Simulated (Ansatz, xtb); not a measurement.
## Relative energy of two isomers of C5H4BNO

We compare I, `Bc1cocc1C#N`, a singlet, with II, `Bc1cc(C#N)co1`, a singlet. Both are isolated molecules in the gas phase, relaxed with B3LYP/def2-SVP; the shapes shown needn't be the lowest conformers.

I (Å):

```xyz
12

C    -0.4195   -1.6338   -1.3427
C     0.1615   -2.8662   -1.1358
C     1.8062   -1.4495   -0.9181
C     0.6946   -0.6999   -1.1933
C     0.6497    0.7199   -1.3086
B    -1.8989   -1.3851   -1.6530
N     0.6119    1.8764   -1.4026
O     1.4789   -2.7657   -0.8839
H    -2.6461   -2.3289   -1.7293
H    -2.3193   -0.2698   -1.8197
H    -0.2513   -3.8730   -1.1417
H     2.8468   -1.1979   -0.7321
```

II (Å):

```tsv
atom	x (Å)	y (Å)	z (Å)
C	-0.3973	-1.5467	-2.1254
C	-0.4282	-1.7402	-0.7552
C	0.6666	-1.0179	-0.1928
C	1.0442	-0.9156	1.1775
C	1.3023	-0.4232	-1.2713
B	-1.2862	-2.0494	-3.2519
N	1.3485	-0.8347	2.2949
O	0.6899	-0.7247	-2.4053
H	-2.2174	-2.7586	-2.9699
H	-1.0613	-1.7439	-4.3933
H	-1.1594	-2.3371	-0.2143
H	2.1796	0.2188	-1.3265
```

Quicker runs give these differences E(II) − E(I): GFN2-xTB −0.103 eV; HF/STO-3G −0.102 eV (at GFN2-xTB geometries); r2SCAN-D4/def2-SVP −0.127 eV (at GFN2-xTB geometries).

Problem. Estimate E(II) − E(I) at the level CCSD(T)/def2-SVP + ΔMP2/def2-TZVPP.

Solution. Too close to call at this level: CCSD(T)/def2-SVP + ΔMP2/def2-TZVPP gives E(II) − E(I) = −0.065 eV.

The same difference at several levels:

```json
{"level": "GFN2-xTB", "geometry": "GFN2-xTB", "E(II) − E(I) (eV)": "−0.103", "departure from the last row (eV)": "−0.038", "job, with rough time for the two": "optimisation, 0.13 s"}
{"level": "HF/STO-3G", "geometry": "GFN2-xTB", "E(II) − E(I) (eV)": "−0.102", "departure from the last row (eV)": "−0.037", "job, with rough time for the two": "single point, 0.36 s"}
{"level": "r2SCAN-D4/def2-SVP", "geometry": "GFN2-xTB", "E(II) − E(I) (eV)": "−0.127", "departure from the last row (eV)": "−0.063", "job, with rough time for the two": "single point, 2.9 s"}
{"level": "B3LYP/def2-SVP", "geometry": "B3LYP/def2-SVP", "E(II) − E(I) (eV)": "−0.128", "departure from the last row (eV)": "−0.064", "job, with rough time for the two": "optimisation, 29 s"}
{"level": "HF/def2-SVP", "geometry": "B3LYP/def2-SVP", "E(II) − E(I) (eV)": "−0.050", "departure from the last row (eV)": "+0.015", "job, with rough time for the two": "part of the CCSD(T) run"}
{"level": "MP2/def2-SVP", "geometry": "B3LYP/def2-SVP", "E(II) − E(I) (eV)": "−0.058", "departure from the last row (eV)": "+0.007", "job, with rough time for the two": "part of the CCSD(T) run"}
{"level": "CCSD(T)/def2-SVP", "geometry": "B3LYP/def2-SVP", "E(II) − E(I) (eV)": "−0.057", "departure from the last row (eV)": "+0.008", "job, with rough time for the two": "single point"}
{"level": "CCSD(T)/def2-SVP + ΔMP2/def2-TZVPP", "geometry": "B3LYP/def2-SVP", "E(II) − E(I) (eV)": "−0.065", "departure from the last row (eV)": "", "job, with rough time for the two": "single point, 44 s"}
```

As drawn, both hold the same kinds of bond in the same numbers.

The largest departure from CCSD(T)/def2-SVP + ΔMP2/def2-TZVPP is that of B3LYP/def2-SVP, 0.064 eV. The last row adds to CCSD(T) the change of the MP2 difference between the two basis sets, here −0.008 eV.

With thermal terms from frequencies at re-optimised GFN2-xTB minima (ideal gas, soft modes damped towards free rotors, one conformer each, 298.15 K, 1 atm): the zero-point term adds +0.004 eV; ΔH is −0.063 and ΔG −0.056 eV.

The correlated steps freeze 8 core orbitals. Programs: Ansatz 0.2.0, xtb 6.7.1; the last row on 2 threads of Intel(R) Xeon(R) 6975P-C (Granite Rapids) on a shared host.
